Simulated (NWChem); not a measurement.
Molecule: BaHSF; SMILES [F][Ba][SH]

```xyz
4

Ba     0.2709     0.4002    -0.0017
F     -1.5081     1.7310     0.0015
S     -0.3021    -2.4501    -0.0017
H      1.0134    -2.7775    -0.0027
```
Atoms are numbered in this order, from 1.

All runs: NWChem. Geometry: optimised at PBE0/def2-SVP. def2 effective core potentials on Ba; no spin-orbit coupling. B3LYP is NWChem's, with the RPA form of VWN correlation. Static field.

### Question
Order these by “isotropic polarisability (bohr³)”, lowest first: B3LYP/def2-SVPD; LC-BLYP (range parameter 0.33 per bohr)/def2-SVPD; PBE/def2-SVPD.

### Answer
LC-BLYP (range parameter 0.33 per bohr)/def2-SVPD (64.1), B3LYP/def2-SVPD (68.1), PBE/def2-SVPD (72.7)
